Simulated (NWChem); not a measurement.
System: C2H3BF2O; SMILES O=CCB(F)F

The following NWChem deck was run.

```
start job
memory heap 200 mb stack 900 mb global 1100 mb
geometry units angstroms noautoz
  O      0.010427     1.696054    -0.959823
  C     -0.004147     1.682979     0.252754
  C     -0.010219     0.407948     1.071895
  B     -0.000829    -0.839784     0.103618
  F     -1.127978    -1.391476    -0.319218
  F      1.134297    -1.389612    -0.299854
  H     -0.013762     2.633367     0.828277
  H      0.863417     0.426437     1.738907
  H     -0.894173     0.425026     1.725057
end
basis spherical
  * library def2-tzvp
end
dft
  xc hfexch
  iterations 150
  semidirect filesize 400000000
  mulliken
end
task dft energy
```

Geometry: optimised at B3LYP/6-31G* (spherical d).

### Question
Predict the main results of this run. (Hartree-Fock/def2-TZVP.) Quantities: energy (Ha); highest occupied level (eV); orbital gap (eV); dipole (D).

### Answer
```json
{
  "energy (Ha)": "-376.20",
  "highest occupied level (eV)": "-12.13",
  "orbital gap (eV)": "15.17",
  "dipole (D)": "4.14"
}
```
